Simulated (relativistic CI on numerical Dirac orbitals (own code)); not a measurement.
How well does a small relativistic CI reproduce Br2+?

Calculated at this level of theory: Dirac-Coulomb-Breit CI, KLI orbitals optimised for each configuration, a model potential for QED, valence Slater integrals scaled by 0.85, P86 correlation energy added to each configuration (own radial code, finite nucleus).

Configuration list (outside the closed core [Ar] 3d10): 4s2.4p3, 4s.4p4, 4s2.4p2.4d, 4p5, 4s2.4p2.4f, 4s2.4p2.5s, 4s.4p3.4d, 4s2.4p2.5p, 4s2.4p2.6s, 4s.4p3.4f, 4s2.4p2.5d, 4s2.4p2.6p, 4s2.4p2.7s, 4s2.4p2.6d, 4s2.4p2.5f, 4s2.4p2.5g, 4s2.4p2.7p, 4s2.4p2.7d, 4s.4p3.5s, 4s2.4p.4d.4f, 4s.4p3.5p, 4p4.4d, 4s.4p2.4d2, 4s.4p3.6s, 4s.4p3.5d, 4s2.4p.4d2, 4s2.4d3, 4s2.4d2.4f, 4s2.4d2.5s, 4s.4p.4d3, 4s2.4d2.5p, 4s2.4p.4f2, 4s2.4d.4f2, 4s2.4f3, 4s2.4f2.5s, 4s.4p.4d.4f2, 4s2.4f2.5p, 4p3.4d2, 4p2.4d3, 4p2.4d2.4f, 4p2.4d2.5s, 4p2.4d2.5p, 4s2.4p.4d.5s, 4s2.4d.4f.5s, 4s2.4d.5s2, 4s.4p.4d2.5s, 4s2.4d.5s.5p, 4s2.4p.5s2, 4s2.4f.5s2, 4s.4p.4d.5s2, 4s2.5s2.5p. Double excitations out of closed p, d and f shells are left out; levels of such configurations are missing from the list, as are those of other unlisted configurations, and high levels can miss mixing partners. These lack a partner that the ground configuration has and come out too high: 4s2.4p2.6s, 4s.4p3.4f, 4s2.4p2.5d, 4s2.4p2.6p, 4s2.4p2.7s.

| Configuration | Term (tabulated) | J | Measured (cm⁻¹) | Computed | Error | Purity (%) |
| --- | --- | --- | --- | --- | --- | --- |
| 4s2.4p3 | 4S° | 3/2 | 0.0 | 0 | 0 | 96 |
| 4s2.4p3 | 2P° | 1/2 | 26915.0 | 26709 | -206 | 97 |
| 4s2.4p3 | 2P° | 3/2 | 28579.0 | 28171 | -408 | 87 |
| 4s2.4p2.5s | 4P | 1/2 | 145416.9 | 153185 | 7768 | 93 |
| 4s2.4p2.5s | 4P | 3/2 | 147670.4 | 155382 | 7712 | 95 |
| 4s2.4p2.5s | 4P | 5/2 | 150259.8 | 157955 | 7695 | 91 |
| 4s2.4p2.5p | 4D° | 5/2 | 175910.4 | 183076 | 7165 | 89 |
| 4s2.4p2.5p | 4P° | 1/2 | 176670.6 | 184875 | 8205 | 90 |
| 4s2.4p2.5p | 4D° | 7/2 | 178322.5 | 185535 | 7213 | 94 |
| 4s2.4p2.6s | 4P | 3/2 | 213015.3 | 221543 | 8528 | 92 |
| 4s2.4p2.6s | 4P | 5/2 | 215924.1 | 224450 | 8526 | 87 |

Measured levels from Moore, Atomic Energy Levels, vol. II, NSRDS-NBS 35 (1971 reprint of NBS Circular 467, 1952); pairs were made by configuration, J and term (by order where the table uses no LS term), so strongly mixed levels may be paired wrongly. The analysis dates from before 1960.

Mean error by configuration (cm⁻¹): 4s2.4p3 -307; 4s2.4p2.5s 7725; 4s2.4p2.5p 7528; 4s2.4p2.6s 8527. Over the excited levels the mean absolute error is 6342 cm⁻¹ (10 of the 20 excited levels that our extract of the source holds in range could be paired, and the others can miss by more), and the median relative error of those above 1,000 cm⁻¹ is 4.1 %. Some levels of the ground configuration have no partner.
